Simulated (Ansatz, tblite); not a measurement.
Removing and adding an electron: B7P7. Charge 0, multiplicity 1. Geometry: PBE-D4/def2-SVP. Ansatz, gas phase; energy differences of separate SCF runs; the oxidised species was run as a doublet alone; the reduced species was run as a doublet alone.

```xyz
14

B     0.871    0.022   -1.957
P    -0.067    0.963   -3.162
B     1.400   -0.918    0.854
P     1.879   -1.337   -1.029
B     0.972    0.375   -0.203
B    -0.149    1.215   -1.301
P     2.877    0.237    0.307
B    -1.122   -1.430    1.054
P     0.302   -1.601    2.308
P    -2.464   -1.378   -0.152
B    -1.780    0.217    0.526
P    -1.626    2.034   -0.330
B    -0.009    0.058    1.300
P    -1.085    1.543    1.784
```

The xTB rows come from tblite. LC-ωPBE has ω = 0.4 bohr⁻¹. Single mean-field runs in def2-TZVP are fitted with def2-universal-jkfit.

```json
{"level": "GFN1-xTB", "−HOMO (eV)": "9.61", "vertical IE (eV)": "12.11", "−LUMO (eV)": "8.57", "vertical EA (eV)": "6.00", "HOMO–LUMO gap (eV)": "1.04", "IE − EA (eV)": "6.11"}
{"level": "GFN2-xTB", "−HOMO (eV)": "9.69", "vertical IE (eV)": "11.41", "−LUMO (eV)": "8.77", "vertical EA (eV)": "6.99", "HOMO–LUMO gap (eV)": "0.92", "IE − EA (eV)": "4.42"}
{"level": "PBE-D4/def2-TZVP", "−HOMO (eV)": "5.96", "vertical IE (eV)": "7.98", "−LUMO (eV)": "4.69", "vertical EA (eV)": "2.76", "HOMO–LUMO gap (eV)": "1.27", "IE − EA (eV)": "5.22"}
{"level": "PBE0-D4/def2-TZVP", "−HOMO (eV)": "6.86", "vertical IE (eV)": "8.24", "−LUMO (eV)": "4.13", "vertical EA (eV)": "2.87", "HOMO–LUMO gap (eV)": "2.72", "IE − EA (eV)": "5.37"}
{"level": "LC-ωPBE/def2-TZVP", "−HOMO (eV)": "9.11", "vertical IE (eV)": "8.62", "−LUMO (eV)": "2.43", "vertical EA (eV)": "3.06", "HOMO–LUMO gap (eV)": "6.68", "IE − EA (eV)": "5.55"}
```

Relaxing the reduced species (PBE-D4/def2-SVP) changes its energy by -0.32 eV at PBE-D4/def2-TZVP, so the adiabatic electron affinity to this nearest minimum is 3.08 eV. At PBE0-D4/def2-TZVP it is 3.20 eV.   Raw xTB energy differences between charge states are shifted by several eV; the methods need an empirical correction for them. Sets without diffuse functions give affinities that are too small.
